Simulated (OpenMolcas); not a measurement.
A calculation on Re III.

* Program: OpenMolcas
* Method: CASSCF
* Basis: ANO-RCC-VTZP [8s7p5d3f2g1h]
* Scalar Hamiltonian: DKH2, point nucleus
* Active space: 5 electrons in 5 orbitals (5d)
* State averaging: 2S+1 = 6 even, 1 root; 2S+1 = 4 even, 24 roots; 2S+1 = 2 even, 75 roots
* Spin-orbit coupling: RASSI with atomic mean-field integrals over the reference wave functions, term energies averaged over their components

(1) Which level of the active space comes out lowest?

(2) How high does 5d⁵ ⁴G_7/2 lie?

(3) How high does 5d⁵ ⁴D_7/2 lie?

(4) How high does 5d⁵ ⁴D_1/2 [72 %] lie?

(5) The level at 23778 cm⁻¹ has J = 5/2. What is it made of, and what is its g factor?

Measured values: the list in Brasseur, Gamrath and Quinet, At. Data Nucl. Data Tables 157, 101636 (2024).

Answers

(1) 5d⁵ ⁶S_5/2, with 94 % of that term; it is also the measured ground level.

(2) 22710 cm⁻¹ above the lowest level; measured 16890 cm⁻¹ above the ground level, so the calculation is off by +34 %.

(3) 28546 cm⁻¹ above the lowest level; measured 20453 cm⁻¹ above the ground level, so the calculation is off by +40 %.

(4) 31263 cm⁻¹ above the lowest level.

(5) 35 % 5d⁵ ⁴G_5/2, 31 % 5d⁵ ⁴P, 25 % 5d⁵ ⁴D; g = 1.162, against 0.570 from Landé's formula for the pure leading term.

Configurations with an s electron lie low in 5d ions of this charge, fall among these levels and mix in, so low-spin terms can stand far too high, up to twice their true height, and weights are not those of the real levels. Without dynamic correlation excited terms often stand tens of per cent too high (terms of higher spin than the ground term too low), and those without a measured partner can miss by more than the paired ones. Some levels mix across a computed gap that differs much from the measured one, so their mixing is not that of the real levels. Computed and measured levels are paired by configuration, term and J; levels that our copy of the source lacks, or whose pairing is in doubt (as where it misses far off the trend of its configuration), stay unpaired and out of the deviations. Only configurations of the active space appear.

A share in square brackets marks a mixed level and gives the weight of the term that names it.
